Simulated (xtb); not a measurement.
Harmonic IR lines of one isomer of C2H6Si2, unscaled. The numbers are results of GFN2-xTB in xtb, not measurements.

| wavenumber (cm⁻¹) | relative intensity |
|---|---|
| 446 | 7.7 |
| 460 | 6.9 |
| 538 | 6.5 |
| 563 | 18 |
| 732 | 4.5 |
| 774 | 31 |
| 810 | 21 |
| 899 | 4.8 |
| 1379 | 21 |
| 2260 | 100 |
| 2289 | 27 |
| 2304 | 19 |
| 2995 | 5.5 |
| 3005 | 5.5 |

### Question
Identify which structure gives these lines.
(A) `[SiH2]=CC=[SiH2]`
(B) `C=[SiH]C=[SiH2]`
(C) `C1=C[SiH2][SiH2]1`
(D) `[SiH2]=C1C[SiH2]1`

### Answer
D, `[SiH2]=C1C[SiH2]1`
